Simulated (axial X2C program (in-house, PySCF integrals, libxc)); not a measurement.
ZrO⁺: from Re and ωe to a spectrum

A bond curve at the PBE0 level, 2c, was computed with an in-house relativistic program for diatomic molecules (basis Zr dyall-cv3z [11s12p9d6f3g], O dyall-av3z [7s6p3d2f] (cores contracted in-house)) for the state Ω = 3/2 (⟨Sz⟩ = -0.50, ⟨Lz⟩ = 2.00 at PBE0). Its fit gives Re = 1.6737 Å, ωe = 1043.5 cm⁻¹, ωexe = 2.92 cm⁻¹ and αe = 1.749e-03 cm⁻¹; the masses are 89.9047 and 15.9949 u. Two-component means X2C with spin–orbit coupling and atomic mean-field Coulomb and Gaunt terms.

Task: Find the reduced mass, Be and the force constant.

Result: From the PBE0 values: μ = 13.5791 u. Be = 16.8576/(μ Re²) = 0.4432 cm⁻¹. k = 5.8918×10⁻⁷ μ ωe² = 8.71 mdyn/Å.

Task: Estimate the centrifugal constant by the Kratzer relation.

Result: D = 4Be³/ωe² = 3.20e-07 cm⁻¹.

Task: A Morse curve ties αe to the other constants (Pekeris). How well does that hold?

Result: αe(Morse) = 6Be²/ωe × (√(ωexe/Be) − 1) = 1.769e-03 cm⁻¹; the PBE0 curve gives 1.749e-03 cm⁻¹, a ratio of 1.01.

Task: Where do the fundamental and the first overtone lie?

Result: ν(1←0) = ωe − 2ωexe = 1037.7 cm⁻¹; ν(2←0) = 2ωe − 6ωexe = 2069.5 cm⁻¹.

One determinant describes the state; a PBE0 search over occupations chose it and may have missed a lower one. Density functionals use the spin component along the axis (collinear). PBE0 can misorder states that lie within some tenths of an eV, so this need not be the ground state of the molecule. The nearest other 2c determinant of the search, Ω = 5/2, lies 0.09 eV up at the distance of the search. The functionals have no current-density term, which raises determinants with orbital currents, atoms included.
